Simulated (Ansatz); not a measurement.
Start from `N[SiH](N)S` and change one element to get `NC(N)S`.

Ansatz, PBE0-D4/def2-TZVP geometries, multiplicity 1. Each molecule was computed in one conformer, which needn't be the lowest.

```
                                          property  `N[SiH](N)S`
size of the dipole moment (ωB97M-V/def2-TZVPP) / D          1.50
    size of the dipole moment (PBE/def2-TZVPP) / D          1.52
                HOMO energy (PBE0/def2-TZVPP) / eV         -7.06
                 HOMO energy (PBE/def2-TZVPP) / eV         -5.78
                 LUMO energy (PBE/def2-TZVPP) / eV         -0.25
  size of the dipole moment (B3LYP/def2-TZVPP) / D          1.50
```

(1) Give the same properties after the change, and the shifts. (An estimate is asked.)

Answers

(1) The calculation gave: 
| property | `NC(N)S` | shift |
| --- | --- | --- |
| size of the dipole moment (ωB97M-V/def2-TZVPP) / D | 2.25 | 0.75 |
| size of the dipole moment (PBE/def2-TZVPP) / D | 2.28 | 0.76 |
| HOMO energy (PBE0/def2-TZVPP) / eV | -6.79 | 0.27 |
| HOMO energy (PBE/def2-TZVPP) / eV | -5.49 | 0.29 |
| LUMO energy (PBE/def2-TZVPP) / eV | -0.62 | -0.37 |
| size of the dipole moment (B3LYP/def2-TZVPP) / D | 2.27 | 0.77 |

With PBE0 the HOMO rises by 0.27 eV and the LUMO falls by 0.35 eV, so the gap narrows by about 0.62 eV. PBE moves the HOMO by 0.29 eV and ωB97M-V by 0.22 eV. Dipoles are sizes alone; their direction can turn.

B3LYP here is the variant with VWN-RPA as its local correlation; programs differ in this.
